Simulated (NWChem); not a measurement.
Species: C3H5I; SMILES C=C(C)I

def2 effective core potentials on I; no spin-orbit coupling.

Question: Give the equilibrium geometry at PBE0/def2-SVP with def2 effective core potentials on I (NWChem) as an XYZ file, with the point group.

Answer: point group Cs; any orientation.
```
9

C      1.2990    -1.9186     0.0000
C      0.1083    -1.3225     0.0000
C     -1.2196    -2.0005     0.0000
I      0.0125     0.7982     0.0000
H      2.2405    -1.3671     0.0000
H      1.3484    -3.0130     0.0000
H     -1.8100    -1.7186     0.8859
H     -1.0848    -3.0930     0.0000
H     -1.8100    -1.7186    -0.8859
```
